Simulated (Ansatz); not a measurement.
Compare A (`CC1OC[Se]1`) with its isomer B (`C/C(O)=C\[SeH]`).

Calculated with Ansatz (gas phase, PBE0-D4/def2-TZVP geometries, no zero-point term in ΔE). CCSD(T)/CBS is the MP2 limit (def2-TZVPP, def2-QZVPP) plus CCSD(T) − MP2 in def2-TZVPP, frozen cores. DFT in def2-TZVPP. B3LYP here is the variant with VWN-RPA as its local correlation; programs differ in this. For Se outer-core shells are correlated without core-valence functions, which leaves a few kJ/mol of doubt a bond. Scalar relativity is left out up to krypton. One conformer a species, not always the lowest.

Question: Which is lower in electronic energy at CCSD(T)/CBS, and by how much? (Estimate.)

Answer: Computed: B, by 44.9 kJ/mol.

Question: Give E(B) − E(A) in kJ/mol with CCSD/def2-TZVPP, PBE0-D4, MP2/def2-TZVPP, B3LYP, B2PLYP, PBE-D4, B3LYP-D4. (An estimate is asked.)

Answer: Computed: CCSD/def2-TZVPP -44.0, PBE0-D4 -43.8, MP2/def2-TZVPP -41.6, B3LYP -54.2, B2PLYP -49.7, PBE-D4 -46.7, B3LYP-D4 -53.1. None reverses the order clearly.

Largest T1 diagnostic: 0.011.

From PBE to PBE0 (25 % exact exchange), in def2-TZVPP and without D4, E(B) − E(A) moves by +3.1 kJ/mol. In def2-TZVPP, CCSD(T) changes the Hartree–Fock value by +11.7 kJ/mol (the triples alone add +0.5 kJ/mol) and MP2 by +13.5 kJ/mol.
